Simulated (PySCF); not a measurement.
A species of formula C7H9NOSi has this rotational fingerprint, computed with PySCF 2.14.0, PBE0-D3(BJ)/def2-SVP geometry optimisation, gas phase:

* Rotational constants: A = 1052, B = 844.0, C = 833.8 MHz
* Dipole components: |μa| = 2.47 D, |μb| = 0.17 D, |μc| = 0.16 D
* Inertial defect: -473.01 u·Å²
* κ: -0.91

Question: Which candidate fits, each taken in the one conformer that was computed?
A. `[CH2:1]=[N:2][c:3]1[cH:4][cH:5][c:6]([O:7][SiH3:8])[cH:9][cH:10]1` with C1–N2–C3–C4 36°, C5–C6–O7–Si8 179°
B. `[SiH3:1][O:2]/[CH:3]=[CH:4]/[c:5]1[cH:6][cH:7][n:8][cH:9][cH:10]1` with Si1–O2–C3–C4 -171°, C3–C4–C5–C6 1°
C. Si(vinyl)3(NCO), `C=C[Si](C=C)(C=C)N=C=O`
D. `[CH2:1]=[C:2]([O:3][SiH3:4])[c:5]1[cH:6][cH:7][cH:8][cH:9][n:10]1` with C1–C2–O3–Si4 1°, C1–C2–C5–C6 -179°

Answer: C. It is C=C[Si](C=C)(C=C)N=C=O. The candidates at the same level (rigid rotor, commonest isotopes):

```
                SMILES  A (MHz)  B (MHz)  C (MHz)  μa (D)  μb (D)  μc (D)  Δ (u·Å²)  point group                        rotor
  C=C(O[SiH3])c1ccccn1     3151    626.3    525.7    0.07    1.46    0.00     -5.99           Cs  near-prolate asymmetric top
  [SiH3]O/C=C/c1ccncc1     4589    410.8    379.1    3.78    0.36    0.08     -7.09           C1  near-prolate asymmetric top
C=C[Si](C=C)(C=C)N=C=O     1052    844.0    833.8    2.47    0.17    0.16   -473.01            –                            –
  C=Nc1ccc(O[SiH3])cc1     4382    523.6    474.3    0.51    0.44    0.78    -14.83           C1  near-prolate asymmetric top
```

`[SiH3]O/C=C/c1ccncc1` has A 336 % too high; `C=C(O[SiH3])c1ccccn1` has A 199 % too high; `C=Nc1ccc(O[SiH3])cc1` has A 316 % too high. No structure here is proved a minimum.
